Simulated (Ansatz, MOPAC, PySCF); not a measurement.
System: HTe, charge 0, multiplicity 2. SMILES: [TeH]
Structure (B3LYP-D3(BJ)/def2-TZVP (Ansatz, a program for electronic structure) minimum search):
```
Te
H 1 1.6645
```
Charge 0, spin multiplicity 2.

Property: vertical electron affinity to the singlet, in eV. Conventions: each state is the SCF solution reached for its charge and spin; def2 sets with scalar-relativistic core potentials past Kr; LANL2DZ with its own core potentials from Na on; 6-31G* and kin with 6d, 5d where marked; STO-3G and 3-21G all-electron and non-relativistic; valence correlation only (noble-gas shells and the d and f shells of earlier blocks); open shells spin-unrestricted; no spin-orbit coupling. Ab initio and DFT rows: single points at B3LYP-D3(BJ) geometries (Ansatz). Semi-empirical rows: differences of heats of formation at the shared geometry for vertical values. Anions need diffuse functions, which STO-3G, LANL2DZ, def2-SVP, cc-pVDZ and Pople sets without + lack.

```
level                                    program  vertical electron affinity to the singlet (eV)
---------------------------------------  -------  ----------------------------------------------
PM3                                        MOPAC                                            2.57
HF/6-31G* with LANL2DZ past Ar            Ansatz                                            1.06
B3LYP/STO-3G                              Ansatz                                           -1.55
B3LYP/6-31G* with LANL2DZ past Ar         Ansatz                                            1.92
M06-2X/6-31G* with LANL2DZ past Ar (5d)    PySCF                                            2.00
MP2/6-31G* with LANL2DZ past Ar           Ansatz                                            1.18
PBE/def2-TZVPD                            Ansatz                                            2.24
M06-2X/def2-TZVPD                          PySCF                                            2.01
```

No value to compare with is used here. The 6 habitual levels span -1.55 (B3LYP/STO-3G) to 2.57 eV (PM3); M06-2X/def2-TZVPD gives 2.01.

The levels are drawn from those run, B3LYP/6-31G* more often than the rest, none by its result; runs whose electronic state is in doubt are left out.
